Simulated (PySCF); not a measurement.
C₅H₇BCl₂.
Numbering: `[CH2:1]=[C:2]([CH3:3])/[CH:4]=[CH:5]/[B:6]([Cl:7])[Cl:8]` (hydrogens: H9, H10 on C1; H11, H12, H13 on C3; H14 on C4; H15 on C5)

Structure used (PBE0-D3(BJ)/def2-SVP), in Å, numbered top down from 1:
```
atom  x, y, z in Å
C1    -1.619   -1.539    0.698
C2    -0.748   -0.602    0.276
C3    -1.144    0.829    0.075
C4     0.629   -1.002    0.006
C5     1.627   -0.193   -0.421
B6     3.053   -0.690   -0.684
Cl7    4.291    0.428   -1.237
Cl8    3.514   -2.375   -0.450
H9    -2.662   -1.297    0.915
H10   -1.306   -2.577    0.837
H11   -0.975    1.143   -0.967
H12   -2.204    0.987    0.313
H13   -0.545    1.498    0.713
H14    0.856   -2.062    0.171
H15    1.415    0.868   -0.590
```

Level: wB97X-D/def2-SVPD in PySCF, non-relativistic, on one gas-phase PBE0-D3(BJ)/def2-SVP geometry that isn't relaxed in the solvent. The solvent is an IEF-PCM continuum (Bondi radii, 1.10 Å for H, scaled by 1.2), and excitations are vertical TDDFT with non-equilibrium linear response and a frozen core. The model holds no explicit solvent molecules, cavitation or dispersion.

```json
{"run": "gas", "E − E(gas) (kJ/mol)": "0.00", "HOMO (eV)": "-9.07", "HOMO–LUMO gap (eV)": "8.30", "dipole (D)": "3.23", "lowest singlet (eV)": "4.76", "static polarisability (au)": "112.8"}
{"run": "P", "E − E(gas) (kJ/mol)": "-9.06", "HOMO (eV)": "-8.92", "HOMO–LUMO gap (eV)": "8.23", "dipole (D)": "3.94", "lowest singlet (eV)": "4.49", "static polarisability (au)": "143.4"}
{"run": "Q", "E − E(gas) (kJ/mol)": "-10.83", "HOMO (eV)": "-8.90", "HOMO–LUMO gap (eV)": "8.21", "dipole (D)": "4.07", "lowest singlet (eV)": "4.48", "static polarisability (au)": "150.7"}
```

**Question.** The runs were made in chloroform and dichloromethane. Which run belongs to which solvent?

**Answer.** P = chloroform, Q = dichloromethane. The dielectric constants are 4.711 (chloroform), 8.93 (dichloromethane), and the energy falls further as ε rises. The optical constants n² used for the excitations are 2.09, 2.03 in the same order. In this model the ground state sees the solvent through ε alone.

**Question.** How constant is the ratio of the lowering to (ε − 1)/(2ε + 1)?

**Answer.** 
| solvent | (ε − 1)/(2ε + 1) | E − E(gas) (kJ/mol) | ratio (kJ/mol) | polarisation term (kJ/mol) |
| --- | --- | --- | --- | --- |
| chloroform | 0.356 | -9.06 | -25.4 | -10.04 |
| dichloromethane | 0.420 | -10.83 | -25.8 | -12.22 |

The ratio changes by +1.2 % in size from chloroform to dichloromethane. The polarisation term is half the interaction of the solute with the induced surface charges.

wB97X-D is run here without its empirical dispersion term; that term would change no orbital, density or response property at a fixed geometry.
